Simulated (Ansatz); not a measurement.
Computed with Ansatz on PBE0-D4/def2-TZVP structures; ΔE is electronic, products minus reactants. CBS: MP2 limit from def2 TZ/QZ plus the TZ coupled-cluster correction, frozen cores. This one scheme is used for every species. DFT in def2-TZVPP. For Ga outer-core shells are correlated without core-valence functions, which leaves a few kJ/mol of doubt a bond. Scalar relativity is left out up to krypton. Each species was taken in one conformer, which may not be the lowest.

`[OH][Ga]([F])[O][SiH3]` + `[NH2][AlH][OH]` → `[NH2][Al]([OH])[SiH3]` + `[OH][Ga]([OH])[F]`  (formal exchange of groups at the Si–O bond)

Question: Is it downhill or uphill in electronic energy at CCSD(T)/CBS, and by how much? (An estimate is asked.)

Answer: Ansatz gave: Uphill: ΔE = +0.93 eV.

Question: What do these levels give: revPBE-D4, B97M-V, PBE0-D4, r2SCAN0-D4, ωB97M-V, revPBE, r2SCAN, BHLYP, RPA@PBE/def2-TZVPP, CCSD(T)/def2-SVP, CCSD/def2-TZVPP, HF/CBS(def2)? (An estimate is asked.)

Answer: Computed: revPBE-D4 0.66, B97M-V 1.00, PBE0-D4 0.74, r2SCAN0-D4 0.91, ωB97M-V 0.97, revPBE 0.62, r2SCAN 0.86, BHLYP 1.07, RPA@PBE/def2-TZVPP 0.95, CCSD(T)/def2-SVP 0.90, CCSD/def2-TZVPP 0.98, HF/CBS(def2) 1.27 eV.

Largest T1 diagnostic among the species: 0.014.

At CCSD(T), def2-SVP lies −0.03 eV from the extrapolated value and def2-TZVPP +0.00 eV. In def2-TZVPP, CCSD(T) changes the Hartree–Fock value by −0.31 eV (the triples alone add −0.04 eV) and MP2 by −0.22 eV.
